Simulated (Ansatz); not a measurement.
System: C₄H₁₄Si₂ (charge 0, singlet). SMILES: CC(C)C([SiH3])[SiH3]
Geometry from a B3LYP-D3(BJ)/def2-TZVP (Ansatz, a quantum-chemistry and plane-wave program) optimisation:
```xyz
20

C     -2.2358    -0.2077     0.9768
C     -1.2309     0.4059     0.0006
C     -1.4649    -0.1166    -1.4181
C      0.2326     0.1933     0.4834
Si     1.4136     1.4723    -0.2388
Si     0.9293    -1.5483     0.2742
H     -3.2601    -0.0078     0.6550
H     -2.1119     0.2049     1.9800
H     -2.1121    -1.2906     1.0415
H     -1.4206     1.4861    -0.0146
H     -0.7534     0.3031    -2.1301
H     -1.3732    -1.2053    -1.4578
H     -2.4702     0.1374    -1.7586
H      0.2646     0.3810     1.5647
H      1.4776     1.3777    -1.7165
H      2.7821     1.2747     0.2976
H      0.9515     2.8369     0.1189
H      2.1156    -1.6934     1.1509
H     -0.0536    -2.5963     0.6416
H      1.3565    -1.7938    -1.1245
```

Quantity: atomisation energy (electronic, to ground-state atoms), in kcal/mol. Valence correlation only, unless marked. Open shells are spin-unrestricted. No spin-orbit coupling. No relativistic terms. The coupled-cluster limit lacks core correlation, which all-electron functionals hold. CBS(X,Y): correlation extrapolated as X^-3; Hartree-Fock from the larger set. The bracket is a focal-point correction in the basis named.

```
level               program  atomisation energy (kcal/mol)
------------------  -------  -----------------------------
HF/aug-cc-pV(D+d)Z   Ansatz                         1294.8
SVWN5/def2-TZVPD     Ansatz                         1919.0
```

Estimate the value at RI-MP2/CBS(aug-cc-pV(T+d)Z,aug-cc-pV(Q+d)Z)+[CCSD(T)-MP2]/aug-cc-pV(T+d)Z as computed with Ansatz.

1721.3 kcal/mol, so SVWN5/def2-TZVPD differs from it by 197.7 kcal/mol.
